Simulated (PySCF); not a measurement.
**Ionisation energy of Ar⁺ by level of theory**

Ar⁺ [Ne] 3s2 3p5 (2P) → Ar²⁺ [Ne] 3s2 3p4 (3P), as a difference of total energies. Calculation: PySCF 2.14, in aug-cc-pV(D+d)Z; no relativity, point nucleus. Correlated levels: valence: [Ne] frozen. The calculations carry no spin-orbit coupling.

Problem. Order these methods by the ionisation energy they give, lowest first.
A. CCSD (valence)
B. UHF
C. PBE
D. SCS-MP2 (valence)

Solution. B (26.397 eV), A (27.074 eV), D (27.109 eV), C (27.621 eV).

The reference lies between the lowest fine-structure levels, while these numbers refer to the centres of the terms.

Errors of the correlated levels include the incompleteness of this basis and the frozen core.

For comparison: 27.630 eV (measured; NIST Atomic Spectra Database, ionization energies).
